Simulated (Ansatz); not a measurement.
Relaxation of BFH₃OSbSi (8 atoms, charge 0, multiplicity 1), to a largest force component of 0.02 eV/Å in at most 50 steps.

Method: RKS B3LYP-D4/def2-SVP (Ansatz).

```xyz
8
Properties=species:S:1:pos:R:3
F -2.382 -0.219 1.036
Sb -1.525 1.152 -0.159
B 0.420 0.773 0.811
Si 0.740 -0.534 -0.589
O -0.833 -0.312 -1.397
H 1.064 1.177 1.756
H 1.815 -0.205 -1.468
H 0.793 -1.890 -0.045
```

Problem. Where does it end, and by what steps?

Solution. The forces met the threshold. After 16 steps the energy has fallen by 0.952 eV; F1 moved furthest, 1.19 Å. Joined: F1–B3 (2.98 → 1.50 Å).

```
step  energy less start (eV)  largest force component (eV/Å)  accepted
   0                  0.0000                           2.141       yes
   1                 -0.2748                           1.902       yes
   2                 -0.4117                           0.434       yes
   3                 -0.4393                           0.209       yes
   4                 -0.4449                           0.077       yes
   5                 -0.4522                           0.196       yes
   6                 -0.4634                           0.345       yes
   7                 -0.4975                           0.397       yes
   8                 -0.5766                           0.622       yes
   9                 -0.6574                           0.501       yes
  10                 -0.8714                           0.730       yes
  11                 -0.9292                           0.416       yes
  12                 -0.9429                           0.297       yes
  13                 -0.9384                           0.573        no
  14                 -0.9509                           0.058       yes
  15                 -0.9514                           0.055       yes
  16                 -0.9516                           0.015       yes
```

```xyz
8
Properties=species:S:1:pos:R:3
F -1.298 0.087 1.433
Sb -1.599 1.273 -0.536
B 0.052 0.556 0.990
Si 0.611 -0.624 -0.560
O -0.807 -0.285 -1.504
H 0.621 1.226 1.809
H 1.826 -0.184 -1.313
H 0.687 -2.106 -0.374
```

Whether the end is a true minimum wasn't checked by a vibrational analysis.

The run took 22 s on 2 threads of AMD EPYC 9R45 96-Core Processor (Zen 5), with other jobs on the host, peak memory 0.26 GiB.
